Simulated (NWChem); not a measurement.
# CH$_{4}$GeO, singlet; SMILES [Ge]([CH3])[OH]

```xyz
7

Ge     0.4646     0.0849     0.0001
C     -0.6954    -1.5523     0.0004
H     -0.4944    -2.1473    -0.9005
H     -1.7549    -1.2821     0.0302
H     -0.4512    -2.1834     0.8649
O     -0.9266     1.2558     0.0002
H     -0.5829     2.1641    -0.0022
```
Atoms are numbered in this order, from 1.

Results from NWChem. Pople sets run with spherical d functions. Low-valent species are run as closed-shell singlets; no triplet was tried in these runs. All runs use the structure optimised with B3LYP/6-31G* (spherical d).

Problem. Order these by “dipole (D)”, lowest first: B3LYP/STO-3G; B3LYP/3-21G; B3LYP/6-311G**; B3LYP/6-31G*.

Solution. B3LYP/6-31G* (0.69), B3LYP/3-21G (0.87), B3LYP/6-311G** (0.98), B3LYP/STO-3G (1.17)
